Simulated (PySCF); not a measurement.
## [Ce(SH)2]2+ at several levels of theory

Computed with PySCF 2.14.0 (density fitting, no spin-orbit coupling) at the geometry relaxed with PBE0:

```xyz
5
[Ce(SH)2]2+ (singlet)
Ce    0.0000    0.0000   -0.9302
S     1.7872   -0.1310    0.7209
H     2.9859   -0.2136    0.0639
S    -1.7872    0.1310    0.7209
H    -2.9859    0.2136    0.0639
```

```tsv
level	basis	state	HOMO (eV)	gap (eV)	charge on Ce1 (e)	population of f-type functions on Ce1 (polarisation alone where 4f lies in the core)	dipole about the centre of mass (D)	largest force component (eV/Å)
PBE0	Ce lcecp-2-SVP with ECP46, S def2-SVP, H def2-SVP	singlet	–	–	1.59	0.06	4.97	0.01
r2SCAN	the same	singlet	–	–	1.59	0.06	4.88	0.37
CAM-B3LYP	the same	singlet	–	–	1.59	0.07	5.28	0.07
```

In the lcecp rows the 4f levels are missing from HOMO and gap, and the state counts the valence alone.

Charges are Mulliken's, which hang on the basis. The relaxation used the grid (50, 194), these runs (75, 302) or, all-electron (x2c bases, spin-free X2C Hamiltonian), (99, 590).

What does PBE0 with Ce lcecp-2-TZVP with ECP46, S def2-TZVP, H def2-TZVP give here?

state singlet, charge on Ce1 (e) 1.73, population of f-type functions on Ce1 (polarisation alone where 4f lies in the core) 0.07, dipole about the centre of mass (D) 4.45, largest force component (eV/Å) 0.23. Time: 16 s on 2 threads of AMD EPYC 7R43 64-Core Processor (Zen 3), on a shared host, from free ions and atoms.
